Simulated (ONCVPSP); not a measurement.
Varying the ONCV potential for nickel

Base potential:

* Element: Ni
* Generator: ONCVPSP 4.0.1
* Type: optimised norm-conserving Vanderbilt (ONCV)
* Functional: PBE
* Relativity: scalar-relativistic
* Frozen core: [Ne]
* Valence charge: 18
* Reference configuration: 3s2 3p6 3d8 4s1.75 (charge +0.25)
* Partial waves: 3s+4s: rc 1.35 bohr, ncon 3, nbas 8, qcut 10.4 1/bohr, 3 projectors, debl 0.7 Ha; 3p: rc 1.20 bohr, ncon 5, nbas 9, qcut 11.6 1/bohr, 2 projectors, debl 0.3 Ha; 3d: rc 1.50 bohr, ncon 4, nbas 8, qcut 12.6 1/bohr, 2 projectors, debl 2.2 Ha
* Local potential: polynomial inside 1.20 bohr (lpopt 5, dvloc0 -1 Ha)
* Core correction: none

In the p channel the program set the typed energies aside and used -2.701, 0.250 Ha.

All-electron outer shells of the reference configuration (PBE, scalar-relativistic, ld1.x):

| shell | level (eV) | outermost node (bohr) | outermost maximum (bohr) |
| --- | --- | --- | --- |
| 2p | -846.77 | – | 0.16 |
| 3s | -113.18 | 0.30 | 0.64 |
| 3p | -73.51 | 0.27 | 0.65 |
| 3d | -10.98 | – | 0.63 |
| 4s | -7.42 | 0.92 | 2.21 |

Cutoffs, loose and tight: the cutoffs (Ha) at which the residual kinetic energy of the hardest occupied pseudo-wave falls to 1 and 0.1 mHa per electron. They do not see the model core or the augmentation charge, which bear on the density cutoff. Test errors are all-electron minus pseudo excitation energies from the reference, over the configurations 3s2 3p6 3d8 4s2; 3s2 3p6 3d8 4s1; 3s2 3p6 3d8 4s0; 3s2 3p6 3d8.5 4s1.5. A dash means not determined; rows that change the core or the reference have their own tests.

1 further variants are left out, since the program set their typed debl aside.

A true bound ghost makes a file unfit for plane-wave use even where its test errors are small: the radial tests pick states by their node count and pass the ghost by.

| change | outcome | cutoff, loose | cutoff, tight | bound ghosts | GHOST(+) flags above zero | largest test error (meV) |
| --- | --- | --- | --- | --- | --- | --- |
| base | generated, projector energies reset by the program | 54 Ha | 61 Ha | none | none | +4.6 |
| s: rc 1.62 | generated, projector energies reset by the program | 54 Ha | 61 Ha | none | none | +4.6 |
| p: qcut 15.5 | generated, projector energies reset by the program | 54 Ha | 76 Ha | none | none | +4.6 |
| local potential polynomial inside 1.20 bohr (lpopt 5, dvloc0 1 Ha) | generated, projector energies reset by the program | 54 Ha | 61 Ha | none | none | +4.6 |
| s: qcut 8; p: qcut 8.9; d: qcut 9.6 | generated, projector energies reset by the program | 40 Ha | 80 Ha | s | s | +8.7 |
| s: ncon 4, nbas 9 | generated, projector energies reset by the program | 54 Ha | 61 Ha | none | none | +4.6 |

(1) What comes out with this change to the base: all radii scaled by about 0.77 (s 1.04, p 0.92, d 1.16 bohr); local potential polynomial inside 0.92 bohr (lpopt 5, dvloc0 -1 Ha)?

## Answers

(1) outcome: generated, projector energies reset by the program; cutoff, loose: 67 Ha; cutoff, tight: 151 Ha; bound ghosts: none; GHOST(+) flags above zero: s; largest test error (meV): +1.9.
